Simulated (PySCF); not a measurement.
## Partial charges of `C[C@@H]1C/C1=C\B(O)O`

Species: C5H9BO2.
SMILES with atom numbers: `[CH3:1][C@@H:2]1[CH2:3]/[C:4]1=[CH:5]\[B:6]([OH:7])[OH:8]` (hydrogens: H9, H10, H11 on C1; H12 on C2; H13, H14 on C3; H15 on C5; H16 on O7; H17 on O8)

Cartesian coordinates in Å at the PBE0-D3(BJ)/def2-SVP level; atoms count from 1:
```
atom  x, y, z in Å
C1    -2.509   -0.521   -0.245
C2    -1.560    0.065    0.771
C3    -0.667    1.257    0.413
C4    -0.116   -0.091    0.635
C5     0.965   -0.869    0.626
B6     2.386   -0.303    0.301
O7     3.441   -1.160    0.254
O8     2.605    1.024    0.059
H9    -2.749   -1.567    0.002
H10   -3.452    0.046   -0.282
H11   -2.060   -0.510   -1.250
H12   -1.941    0.079    1.801
H13   -0.726    1.638   -0.615
H14   -0.524    2.033    1.174
H15    0.835   -1.934    0.851
H16    4.257   -0.693    0.041
H17    1.787    1.530    0.115
```

Density: PBE0/pcSseg-1 (PySCF); schemes: Mulliken, IAO, Hirshfeld and ESP-fitted. Geometry: PBE0-D3(BJ)/def2-SVP, one conformer, isolated molecule.

Problem. At which atom do the 4 schemes differ most?

Solution. At B6: from +0.229 (Hirshfeld) to +0.840 e (ESP-fitted), 0.611 e apart.

Problem. Which atoms carry the highest charge in the Mulliken, IAO, Hirshfeld and ESP-fitted schemes?

Solution. All schemes agree: Mulliken B6 (+0.569); IAO B6 (+0.494); Hirshfeld B6 (+0.229); ESP-fitted B6 (+0.840).

Problem. What partial charge does each atom carry?

Solution. In e:

| atom | environment | Mulliken | IAO | Hirshfeld | ESP-fitted |
| --- | --- | --- | --- | --- | --- |
| C1 | methyl carbon | -0.202 | -0.407 | -0.108 | -0.500 |
| C2 | allylic carbon | -0.276 | -0.127 | -0.033 | +0.156 |
| C3 | allylic carbon | -0.237 | -0.329 | -0.094 | -0.493 |
| C4 | fully substituted alkene carbon | -0.162 | +0.032 | +0.005 | +0.079 |
| C5 | alkene CH carbon | -0.279 | -0.326 | -0.135 | -0.559 |
| B6 | three-coordinate boron | +0.569 | +0.494 | +0.229 | +0.840 |
| O7 | boron-bound oxygen | -0.405 | -0.544 | -0.260 | -0.725 |
| O8 | boron-bound oxygen | -0.427 | -0.562 | -0.270 | -0.768 |
| H9 | methyl hydrogen | +0.127 | +0.146 | +0.046 | +0.138 |
| H10 | methyl hydrogen | +0.123 | +0.142 | +0.043 | +0.135 |
| H11 | methyl hydrogen | +0.112 | +0.141 | +0.043 | +0.166 |
| H12 | methine hydrogen | +0.145 | +0.151 | +0.052 | +0.077 |
| H13 | methylene hydrogen | +0.148 | +0.149 | +0.051 | +0.186 |
| H14 | methylene hydrogen | +0.152 | +0.153 | +0.052 | +0.165 |
| H15 | vinylic hydrogen | +0.111 | +0.159 | +0.045 | +0.204 |
| H16 | hydroxyl hydrogen | +0.243 | +0.362 | +0.177 | +0.450 |
| H17 | hydroxyl hydrogen | +0.257 | +0.365 | +0.158 | +0.449 |

Mean size of the charges over all atoms: ESP-fitted 0.358 e, IAO 0.270 e, Mulliken 0.234 e, Hirshfeld 0.106 e. Each set sums to the total charge, 0, to within 0.001 e. The IAO scheme projects the occupied orbitals on a minimal set of polarised atomic orbitals and counts the electrons in each atom's part of it. The Hirshfeld scheme divides the density at each point in proportion to the densities of the neutral, spherically averaged free atoms.

Problem. Sum the charges by element, for elements with more than one atom.

Solution. 
| element | atoms | Mulliken | IAO | Hirshfeld | ESP-fitted |
| --- | --- | --- | --- | --- | --- |
| C | 5 | -1.155 | -1.158 | -0.365 | -1.318 |
| O | 2 | -0.832 | -1.106 | -0.530 | -1.492 |
| H | 9 | +1.418 | +1.769 | +0.666 | +1.970 |

Problem. How closely do the schemes follow one another over all atoms?

Solution. Correlation coefficient and root-mean-square difference: IAO with Hirshfeld 0.98, 0.184 e; IAO with ESP-fitted 0.97, 0.152 e; Hirshfeld with ESP-fitted 0.97, 0.309 e; Mulliken with IAO 0.95, 0.104 e; Mulliken with Hirshfeld 0.94, 0.146 e; Mulliken with ESP-fitted 0.91, 0.226 e.
